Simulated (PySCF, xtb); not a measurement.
C3H8N, SMILES [CH2]NCC, multiplicity 2. The values are those of a single conformer.

Harmonic wavenumbers (cm⁻¹) from xtb with GFN2-xTB at its own minimum, in rising order: 86, 217, 265, 315, 446, 586, 680, 830, 907, 1013, 1086, 1110, 1191, 1244, 1290, 1322, 1376, 1409, 1458, 1483, 1493, 1500, 2821, 2965, 3029, 3045, 3048, 3104, 3151, 3384.

Task: What does B3LYP-D3(BJ)/def2-SVP (PySCF 2.14.0) give at its own minimum? (The exact figures need the calculation; the answer reports its results.)

Result: 106, 253, 276, 339, 460, 626, 648, 810, 882, 1038, 1065, 1133, 1229, 1288, 1299, 1367, 1406, 1446, 1463, 1474, 1495, 1522, 2947, 3026, 3048, 3105, 3125, 3126, 3245, 3559. Paired by order, the mean absolute difference is 39 cm⁻¹ and the zero-point energies are 65.6 and 66.9 kcal/mol.
